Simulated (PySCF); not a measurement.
**Excitation energy of Cd by level of theory**

Cd [Kr] 4d10 5s2 (1S) → Cd [Kr] 4d9 5s2 5p1 (high-spin determinant), as a difference of total energies. All numbers are calculated (PySCF 2.14, scalar relativity through the core potential, in aug-cc-pVTZ-PP with ECP28MDF (6s6p5d3f2g, 88 functions)). Correlated levels: valence: 4s2 4p6 frozen. The calculations carry no spin-orbit coupling.

| method | excitation energy (eV) |
| --- | --- |
| UHF | 10.780 |
| MP2 (valence) | 12.426 |
| SCS-MP2 (valence) | 12.275 |
| CCSD (valence) | 11.993 |
| CCSD(T) (valence) | 12.045 |

**Question.** How much does correlation contribute at CCSD(T) (valence)?

**Answer.** 12.045 − (10.780) = 1.265 eV, measured against UHF.

The upper state lies above the first ionisation limit, where it may autoionise and the basis confines it.

The determinant of the upper state mixes LS terms, which raises its energy above the lowest term, most at the Hartree-Fock and MP2 levels.
